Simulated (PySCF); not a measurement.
Gas-phase reaction: 3 InCl3 + InH2Cl = 4 InCl2 + 2 HCl

Computed with PySCF and rigid-rotor harmonic-oscillator thermochemistry at 1 bar. † marks an energy on the PBE0/def2-TZVP geometry and frequencies. MP2 freezes the core. Open shells (unrestricted): InCl2 (multiplicity 2); the rest are closed-shell singlets. B3LYP is the form with VWN-RPA correlation. In: scalar-relativistic def2 core potential, no spin-orbit coupling. InH2Cl, InCl2: computed as isolated molecules; such fragments, hydroxides, amides, oligomers or adducts are transient or little studied in the gas. MP2 isn't extrapolated to the basis-set limit.

```
level               ΔH°(298 K), kJ
------------------  --------------
B3LYP/def2-TZVP†        (withheld)
M06-2X/def2-TZVP†              376
MP2/def2-TZVPP†         (withheld)
PBE/def2-TZVP†          (withheld)
PBE0/def2-SVP†                 363
ωB97X-V/def2-TZVP†             442
```

Question: Complete the blanks.

Answer: 
- B3LYP/def2-TZVP†, ΔH°(298 K), kJ: 322
- MP2/def2-TZVPP†, ΔH°(298 K), kJ: 429
- PBE/def2-TZVP†, ΔH°(298 K), kJ: 331
